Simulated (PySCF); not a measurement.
B3LYP has the VWN-RPA correlation part, as in Gaussian. 

Z-matrix (Å, degrees):
```
Ga
F 1 1.7811
H 1 1.6222 2 113.55
```
Charge 0, spin multiplicity 2.

Problem. What is the computed dipole moment, highest occupied spin orbital and total energy (B3LYP-D3(BJ)/def2-TZVP run with PySCF)?

Solution. 
- dipole moment = 2.31 D
- highest occupied spin orbital = -6.33 eV
- total energy = -2025.3944 Ha
